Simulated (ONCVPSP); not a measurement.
How hard is this Fe (Z = 26) ONCV potential?

* Element: Fe (Z = 26)
* Generator: ONCVPSP 4.0.1
* Type: optimised norm-conserving Vanderbilt (ONCV)
* Functional: LDA (Perdew-Zunger)
* Relativity: scalar-relativistic
* Frozen core: [Ne]
* Valence charge: 16
* Reference configuration: 3s2 3p6 3d6 4s0.5 (charge +1.5)
* Partial waves: 3s+4s: rc 1.10 bohr, ncon 3, nbas 6, qcut 8.3 1/bohr, 2 projectors; 3p: rc 1.15 bohr, ncon 4, nbas 7, qcut 12.5 1/bohr, 2 projectors, debl 0.6 Ha; 3d: rc 1.10 bohr, ncon 5, nbas 10, qcut 13.6 1/bohr, local
* Local potential: the d channel
* Core correction: polynomial model core, fcfact 0.25

In the p channel the program set the typed energies aside and used -2.696, 0.250 Ha.

Task: For each optimised wave give the share of its norm inside rc, the residual kinetic energy above qcut (Ha) and the cutoffs (Ha) for errors of 10, 1, 0.1 and 0.01 mHa per electron.

Result:

```
         wave  norm inside rc  residual KE  10 mHa  1 mHa  0.1 mHa     0.01 mHa
           3s           0.840      3.1e-04    22.6   30.4     73.3  not reached
           4s           0.042      1.2e-04    13.2   27.2     35.2         83.3
           3p           0.818      6.9e-08    26.1   33.5     39.5         44.5
p projector 2           0.026      3.6e-08    18.2   26.3     33.4         39.6
           3d           0.601      3.1e-05    64.4   77.0     87.0        166.9
```

The occupied waves need 77 Ha and 87 Ha for 1 and 0.1 mHa.
